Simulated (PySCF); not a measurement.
**Electric properties by functional and basis**

C4H9Al.
SMILES: `[CH3][AlH][CH]1CC1`

PySCF, dipoles from the SCF density, polarisabilities from static response with core orbitals frozen. The structure is a single PBE0-D3(BJ)/def2-SVP conformer in the gas phase; no vibrational or solvent corrections.

The anisotropy is √(½[(α1 − α2)² + (α2 − α3)² + (α3 − α1)²]).

```csv
level,μ (D),α (au),anisotropy (au)
LDA/def2-SVPD,0.845,79.51,28.07
PBE/def2-SVPD,0.837,78.14,27.32
B3LYP/def2-SVPD,0.794,75.51,24.91
PBE0/def2-SVPD,0.806,74.80,24.38
BHandHLYP/def2-SVPD,0.764,72.38,22.23
CAM-B3LYP/def2-SVPD,0.780,73.95,23.04
wB97X-D/def2-SVPD,0.799,74.16,22.98
LC-wPBE/def2-SVPD,0.794,71.76,21.08
HF/def2-SVPD,0.762,69.28,19.10
PBE0/6-31G*,0.856,63.11,22.21
PBE0/6-31+G*,0.814,70.95,25.65
PBE0/def2-SVP,0.838,65.26,22.67
PBE0/aug-cc-pVDZ,0.815,76.85,25.96
PBE0/def2-TZVP,0.810,73.24,24.31
PBE0/def2-TZVPD,0.802,76.33,25.26
```

The dipole runs from 0.76 D (HF/def2-SVPD) to 0.86 D (PBE0/6-31G*). No reference polarisability is at hand; against PBE0 in the largest diffuse basis at hand (def2-TZVPD) the other PBE0 rows deviate by 6-31G* -17%, 6-31+G* -7%, def2-SVP -15%, def2-SVPD -2%, aug-cc-pVDZ +1%, def2-TZVP -4%. In one basis (def2-SVPD) the functionals order the polarisability from HF (lowest) to LDA (highest), a spread of 15%. With PBE0 the polarisability is 67.21 au without diffuse functions (mean of 6-31G*, def2-SVP and def2-TZVP) and 74.73 au with them (mean of 6-31+G*, def2-SVPD, aug-cc-pVDZ and def2-TZVPD).
